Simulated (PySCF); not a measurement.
Working out the ionisation energy of Ar²⁺

Ar²⁺ [Ne] 3s2 3p4 (3P) → Ar³⁺ [Ne] 3s2 3p3 (4S). All numbers are calculated (PySCF 2.14, scalar relativity by spin-free X2C-1e, in aug-cc-pVDZ-DK (5s4p2d, 27 functions)). Frozen: [Ne]. Energies in hartree (1 hartree = 27.21139 eV):

| part | Ar²⁺ (lower) | Ar³⁺ (upper) |
| --- | --- | --- |
| UHF | -527.098655 | -525.654414 |
| CCSD correlation | -0.111021 | -0.092609 |
| (T) | -0.001221 | -0.000778 |

Q: What does Hartree-Fock give?

A: (-525.654414) − (-527.098655) = 1.444241 hartree = 39.300 eV.

Q: What do CCSD and CCSD(T) give?

A: The CCSD correlation energies differ by 0.018412 hartree = 0.501 eV and the triples by 0.000443 hartree = 0.012 eV, so CCSD gives 39.801 eV and CCSD(T) 39.813 eV.

A first-order spin-orbit estimate adds 0.063 eV to CCSD(T) (valence), giving 39.876 eV against 40.735 ± 0.012 eV (semi-empirical (NIST evaluation); NIST Atomic Spectra Database, ionization energies).

A double-zeta basis recovers only part of the correlation energy.

What remains against the reference includes basis incompleteness, the frozen core and higher excitations.
